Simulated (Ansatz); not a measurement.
Ag₁₂Bi, relaxed as a doublet with UKS PBE-D4/def2-SVP in Ansatz, starting from packed atoms. Force threshold 0.03 eV/Å.

In the def2 sets Ag, Bi take a core potential; there is no spin–orbit coupling. Another isomer (doublet) lies 1.06 eV lower at PBE0-D4/def2-TZVP; other spin states weren't run for this one.

Start:

Cartesian coordinates in Å:
```
Bi 0.338 -1.196 -0.121
Ag 2.704 -0.975 1.301
Ag 3.006 -0.443 -1.339
Ag -3.044 -1.818 1.312
Ag 1.424 -3.687 0.882
Ag -1.776 0.674 0.031
Ag -1.167 -4.363 2.084
Ag -1.849 3.373 -0.984
Ag -4.340 2.328 -0.312
Ag 0.537 1.524 -1.097
Ag 0.147 -1.895 2.809
Ag 3.219 2.217 -2.518
Ag 0.801 4.261 -2.048
```

Problem. Estimate the energy that the relaxation releases and the steps that it takes.

Solution. 3.15 eV, in 22 steps; 2.2 min on 2 threads of AMD EPYC 7R13 on a shared host and a share (18 GiB) of an NVIDIA H100 80GB HBM3. No frequencies were taken in this run, so the end may be a saddle point.

Problem. Does the start keep its bonding and symmetry?

Solution. Bonds lost: Bi1–Ag5 (atoms count from 1). Bonds formed: Ag4–Ag9, Ag6–Ag11 (atoms count from 1). Metal–metal contacts that move far: Ag4–Ag11 3.53 to 2.80 Å.

Problem. Predict the relaxed structure.

Solution. 
```xyz
13

Bi    0.681   -1.399   -1.906
Ag    2.336   -2.121    0.367
Ag    2.975    0.193   -1.106
Ag   -2.825   -1.094    1.559
Ag    1.271   -3.395    2.595
Ag   -1.464    0.013   -0.612
Ag   -1.335   -2.715    3.218
Ag   -1.761    2.775   -0.898
Ag   -3.692    1.246    0.364
Ag    0.626    1.528   -1.655
Ag   -0.400   -2.197    0.705
Ag    3.018    2.951   -1.437
Ag    0.571    4.215   -1.193
```
Bond lengths (bridged metal pairs left out): 22 × Ag–Ag 2.73 to 2.82 Å; 5 × Ag–Bi 2.88 to 2.94 Å.
